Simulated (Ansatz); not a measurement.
```yaml
crystal:
  periodic: [false, false, false]
  atoms:
    - {symbol: C, position_ang: [0.284348, 0.774561, 1.276640]}
    - {symbol: C, position_ang: [0.031758, 0.058134, -0.050448]}
    - {symbol: C, position_ang: [1.131139, -0.968679, -0.315112]}
    - {symbol: C, position_ang: [-1.328828, -0.659801, 0.016973]}
    - {symbol: B, position_ang: [-0.087475, 1.089247, -1.229484]}
    - {symbol: F, position_ang: [-0.650214, 2.276626, -1.065810]}
    - {symbol: F, position_ang: [0.314970, 0.813219, -2.459840]}
    - {symbol: H, position_ang: [0.292657, 0.050633, 2.097783]}
    - {symbol: H, position_ang: [-0.489713, 1.515141, 1.488676]}
    - {symbol: H, position_ang: [1.249298, 1.288746, 1.280235]}
    - {symbol: H, position_ang: [0.970088, -1.498365, -1.256514]}
    - {symbol: H, position_ang: [1.154824, -1.710748, 0.489269]}
    - {symbol: H, position_ang: [2.117594, -0.499875, -0.362293]}
    - {symbol: H, position_ang: [-1.551795, -1.197445, -0.908785]}
    - {symbol: H, position_ang: [-1.314924, -1.392739, 0.830332]}
    - {symbol: H, position_ang: [-2.146726, 0.038644, 0.212681]}
basis:
  gaussian: {orbitals: aug-cc-pVDZ}
total_charge: 1
magnetization: {spin_polarized: true, initial_magnetization: 1}
hamiltonian: {xc: {name: TPSS}}
output: {forces: true}
```

```sh
$ ansatz run in.yaml --threads 4 --pin off --events-out ev --progress --plain --max-ram 11315MiB
```

Output, abridged:

```
Error: YAML parse error: error: line 24 column 19: hamiltonian.xc: no functional is named "TPSS"; the names, which are not case-sensitive, are SVWN5, SPW92, PBE, PBE0, PBEsol, revPBE, revPBE0, RPBE, rPW86-PBE, HSE06, wPBEh, LC-wPBE, HISS, HF, BLYP, B3LYP, B3LYP5, BHLYP, CAM-B3LYP, r2SCAN, r2SCANh, r2SCAN0, r2SCAN50, m-r2SCAN, B97, wB97, wB97X, wB97X-V, B97M-V, wB97M-V, B2PLYP, B2GP-PLYP, PBE0-DH, PBE-QIDH
22 | total_charge: 1
23 | magnetization: {spin_polarized: true, initial_magnetization: 1}
24 | hamiltonian: {xc: {name: TPSS}}
25 | output: {forces: true}
```

In this input the method's name isn't one that the program takes here. The program refused the input.
